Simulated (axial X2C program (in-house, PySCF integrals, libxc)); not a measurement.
# GeNC⁺: properties at the nuclei

Computed with an axial X2C code built on PySCF integrals: two-component X2C with atomic mean-field Coulomb and Gaunt terms, Gaussian nuclei, basis Ge dyall-v3z, N dyall-av3z, C dyall-v3z with contracted cores.

Ge–N–C held linear, with bonds 1.780 and 1.200 Å (near the PBE0 minimum at charge 1 of the determinant lowest at the starting distance; the state shown can have its own minimum elsewhere, held linear; other orders of the atoms were not compared).

Input and command:
```json
{"zs": [32, 7, 6], "q": 1, "bas": ["dyall-v3z", "dyall-av3z", "dyall-v3z"], "r0": [1.87, 1.17], "symm": 0, "scan": ["PBE0", "HF", "B3LYP"], "levels": ["PBE0", "HF", "BHandHLYP"], "nst": 2}
```
```bash
python solin.py task.json out
```

Keys: zs atomic numbers; q charge; bas basis sets; r0 starting distance in Å; symm equal bonds; scan levels of the two-bond scan; levels methods; nst determinants followed.

Determinant lowest in the PBE0 search, Ω = 0 (closed shell), highest spinor 42% C p, 27% C s, 14% N p:

| level | qzz Ge (a.u.) | qzz N (a.u.) | qzz C (a.u.) |
| --- | --- | --- | --- |
| PBE0 | -4.78 | -0.15 | -1.14 |
| HF | -5.03 | -0.14 | -1.28 |
| BHandHLYP | -4.84 | -0.17 | -1.23 |

qzz is the electric field gradient, eQq0 = 234.96 MHz × Q/barn × qzz. The operators were transformed with the bare-nucleus X2C matrices; with these basis sets, hyperfine constants and field gradients can be off by tens of per cent, and where levels differ in sign neither size nor sign is settled.

With Q(73Ge) = -0.196 barn, Q(14N) = 0.02044 barn (Q from Pyykkö, Mol. Phys. 2018), turn the PBE0 values of the first state into constants in MHz.

eQq0(73Ge) = 234.96 × (-0.196) × (-4.78) = 220 MHz; eQq0(14N) = 234.96 × (0.02044) × (-0.15) = -0.72 MHz.

The molecule was held linear; bending was not examined, so a bent shape may lie lower.

Each state is one determinant with collinear spin. The search compared states at one distance, so a state with another bond length can lie lower.
